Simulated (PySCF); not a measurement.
## Relaxation of singlet H₃IO

These are results of PBE0 in PySCF with I def2-TZVP with ECP28, O def2-TZVP, H def2-TZVP; scalar-relativistic core potentials, no spin–orbit coupling; density-fitted integrals, not measurements. A (50,194) grid was used.

A hand-made tetrahedral start, of C3v symmetry, held to at least that symmetry:

```xyz
5
charge 0 multiplicity 1, angstrom
I     0.0000    0.1571    0.1112
O     0.0000   -1.3612   -0.9632
H     1.3472    0.1568    1.0638
H    -1.3472    0.1568    1.0638
H     0.0000    1.5047   -0.8410
```

Optimiser trace:
```
step  E − E(last) (kJ/mol)  largest gradient (Eh/bohr)
   0                429.02                     0.09093
   1                283.92                     0.05494
   2                213.11                     0.01257
   3                192.78                     0.01642
   4                180.70                     0.01753
   5                139.60                     0.01732
   6                102.05                     0.00643
   7                 91.14                     0.01221
   8                 65.63                     0.01796
   9                 22.79                     0.02078
  10                  5.55                     0.00885
  11                  2.99                     0.00758
  12                  0.39                     0.00279
  13                  0.01                     0.00133
  14                  0.00                     0.00032
  15                  0.00                     0.00001
```

It ends at C3v with H–H 0.986 Å (×3), I–H 2.215 Å (×3), I–O 1.819 Å; H–H–H 60.0° (×3), H–H–I 77.1° (×6), H–I–H 25.7° (×3), H–I–O 165.1° (×3). A frequency run shows 2 imaginary modes (one degenerate set), down to 1515i cm⁻¹, so it is a higher-order saddle point.

Final geometry:
Coordinates in bohr (charge 0 multiplicity 1):
```
I     0.0000    0.2392    0.1693
O     0.0000   -2.5672   -1.8166
H     0.9319    3.2299    2.9447
H    -0.9319    3.2299    2.9447
H     0.0000    4.1623    1.6270
```
